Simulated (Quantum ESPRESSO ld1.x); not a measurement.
The calcium ion Ca3+, configuration [Ne] 3s2 3p5.

Method: scalar-relativistic Kohn-Sham, exchange-only LDA, spin-polarised, spherical densities, point nucleus; open shells are filled with parallel spins first; computed with ld1.x of Quantum ESPRESSO 7.5.

Energy parts (eV):
part                 energy
total             -18359.29
kinetic            18502.27
electron-nucleus  -43151.31
Hartree             7157.49
exchange            -867.75

Orbitals (lengths in bohr, moments of r in powers of bohr):
| orbital | occ. | eigenvalue (eV) | <r^2> |
|---|---|---|---|
| 1s up | 1 | -3972.07 | 0.007978 |
| 1s down | 1 | -3971.72 | 0.007977 |
| 2s up | 1 | -446.764 | 0.1582 |
| 2s down | 1 | -446.380 | 0.1580 |
| 2p up | 3 | -368.365 | 0.1333 |
| 2p down | 3 | -367.897 | 0.1332 |
| 3s up | 1 | -78.1609 | 1.456 |
| 3s down | 1 | -76.5709 | 1.466 |
| 3p up | 3 | -58.7278 | 1.701 |
| 3p down | 2 | -57.2061 | 1.722 |
| 3d up | 0 | -30.1678 | 2.563 |
| 3d down | 0 | -28.8939 | 2.671 |
| 4s up | 0 | -23.0920 | 9.144 |
| 4s down | 0 | -22.6892 | 9.365 |

The highest occupied level is 3p down at -57.206 eV. For comparison, the ionisation energy in NIST's Atomic Spectra Database is 67.273 eV (semi-empirical). In exact Kohn-Sham theory the highest level is minus the ionisation energy, but local and semilocal functionals leave it too shallow, through self-interaction and a potential that decays too fast; potentials with the right tail come closer. Summed over all electrons, <r^2> = 12.60 bohr^2, which gives a Langevin (diamagnetic) susceptibility term of -9.98 x 10^-6 cm^3/mol. The density falls to 0.001 e/bohr^3 at r = 2.82 bohr. Spin moment in Bohr magnetons: 1.
